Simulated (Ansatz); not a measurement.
Breaking the H–H spacing in H6 chain (multiplicity 1 held). Energies count from the point at 0.900 Å.
Geometry at that point (charge 0, multiplicity 1):
```csv
atom,x (Å),y (Å),z (Å)
H,0.0000,0.0000,0.0000
H,0.0000,0.0000,0.9000
H,0.0000,0.0000,1.8000
H,0.0000,0.0000,2.7000
H,0.0000,0.0000,3.6000
H,0.0000,0.0000,4.5000
```

Restricted levels (R-, RO-) in cc, def2 and unpolarised 6-31G sets keep to the state of the molecule at rest. Active spaces are followed from rest. Curves can end on different states.

The values were computed with Ansatz (a program for electronic structure). Each number belongs to the level named beside it.

Predict the energy at R = 3.600 Å from R-wB97X-V/cc-pVTZ.

494.6 kcal/mol

Give the energy at R = 3.600 Å at the level FIC-MRCISD+Q on CASSCF(6,6)/cc-pVTZ.

250.7 kcal/mol

Predict the energy at R = 3.600 Å from R-HF/cc-pVTZ.

530.3 kcal/mol

Doubts at one or more of the structures used: a restricted determinant that unrestricted orbitals would lower (R-HF/cc-pVTZ, R-wB97X-V/cc-pVTZ).
